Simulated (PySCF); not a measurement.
# `FC(F)[C@H]1OC[C@H]1F`, C$_{4}$H$_{5}$F$_{3}$O

Molfile (atoms numbered from 1):
```
C4H5F3O
     RDKit          3D

 13 13  0  0  0  0  0  0  0  0999 V2000
    1.6057   -0.1554    1.8874 F   0  0  0  0  0  0  0  0  0  0  0  0
    1.5277   -0.1658    0.5374 C   0  0  0  0  0  0  0  0  0  0  0  0
    2.6580    0.4158    0.0852 F   0  0  0  0  0  0  0  0  0  0  0  0
    0.3019    0.6324    0.0865 C   0  0  1  0  0  0  0  0  0  0  0  0
    0.0673    0.5380   -1.3150 O   0  0  0  0  0  0  0  0  0  0  0  0
   -1.1643   -0.1708   -1.1372 C   0  0  0  0  0  0  0  0  0  0  0  0
   -1.0487   -0.0412    0.3833 C   0  0  1  0  0  0  0  0  0  0  0  0
   -0.9750   -1.2295    1.0493 F   0  0  0  0  0  0  0  0  0  0  0  0
    1.5127   -1.2099    0.1924 H   0  0  0  0  0  0  0  0  0  0  0  0
    0.4093    1.6696    0.4220 H   0  0  0  0  0  0  0  0  0  0  0  0
   -2.0041    0.3455   -1.6041 H   0  0  0  0  0  0  0  0  0  0  0  0
   -1.1009   -1.2002   -1.4980 H   0  0  0  0  0  0  0  0  0  0  0  0
   -1.7941    0.5720    0.8929 H   0  0  0  0  0  0  0  0  0  0  0  0
  1  2  1  0
  2  3  1  0
  2  4  1  0
  4  5  1  0
  5  6  1  0
  6  7  1  0
  7  8  1  0
  7  4  1  0
  2  9  1  0
  4 10  1  1
  6 11  1  0
  6 12  1  0
  7 13  1  1
M  END
```

Level of theory: PySCF 2.14.0, TDDFT BHandHLYP/def2-SVPD circular dichroism and optical rotation, one conformer, gas phase. Geometry: GFN2-xTB.

The molecule is flexible and this is one conformer; a measurement averages over conformers. States above about 9.8 eV (minus the energy of the highest occupied orbital) lie near or above the ionisation threshold and depend on the basis.

Task: What are the CIP labels of the stereocentres?

Result: C4 S, C7 R.

Task: Which excitations and rotatory strengths does the calculation give?

Result: Rotatory strengths R in 10⁻⁴⁰ esu² cm², velocity form and length form (origin at the centre of mass); f in length form.
```csv
state,E (eV),λ (nm),f,R (velocity),R (length),main
1,7.85,158,0.0004,-1.6,-1.1,HOMO→LUMO+1 0.76
2,8.41,147,0.011,+3.9,+3.4,HOMO→LUMO 0.86
3,8.95,139,0.002,+11.7,+13.1,"HOMO→LUMO+2 0.77, HOMO→LUMO+3 0.10"
4,9.19,135,0.014,+1.3,+0.9,"HOMO→LUMO+3 0.71, HOMO→LUMO+2 0.10"
5,9.23,134,0.005,-14.0,-13.5,"HOMO−2→LUMO+1 0.47, HOMO−2→LUMO 0.35"
6,9.27,134,0.016,-4.4,-4.4,"HOMO−1→LUMO+1 0.57, HOMO−1→LUMO 0.28"
7,9.66,128,0.040,-8.0,-8.3,"HOMO−1→LUMO 0.59, HOMO−1→LUMO+1 0.23"
8,9.75,127,0.029,-2.6,-2.8,"HOMO−2→LUMO 0.50, HOMO−2→LUMO+1 0.27"
9,9.85,126,0.015,-7.2,-6.4,"HOMO→LUMO+5 0.67, HOMO→LUMO+4 0.20"
10,10.06,123,0.039,+37.1,+37.1,"HOMO→LUMO+4 0.58, HOMO→LUMO+5 0.15"
11,10.20,122,0.003,-2.0,-2.0,"HOMO−3→LUMO+1 0.25, HOMO→LUMO+7 0.23"
12,10.32,120,0.016,+2.4,+4.2,"HOMO−1→LUMO+2 0.46, HOMO−1→LUMO+3 0.24"
13,10.42,119,0.056,-34.2,-33.5,"HOMO−2→LUMO+2 0.42, HOMO→LUMO+6 0.14"
14,10.49,118,0.025,-12.3,-13.1,"HOMO→LUMO+6 0.36, HOMO−2→LUMO+3 0.17"
15,10.53,118,0.009,-13.3,-12.5,"HOMO−1→LUMO+3 0.40, HOMO−1→LUMO+2 0.29"
16,10.61,117,0.019,-27.3,-28.2,"HOMO→LUMO+7 0.21, HOMO→LUMO+8 0.18"
```

Among the states computed, the strongest CD band (largest |R|) is state 10. The largest dissymmetry factor in size, g = 4R/(D+G), with D and G the electric and magnetic dipole strengths, is +0.08 for state 3 (velocity form, f = 0.002), among bands with |R| over 0.5. The mirror image has the same energies and oscillator strengths and all R with the opposite sign.
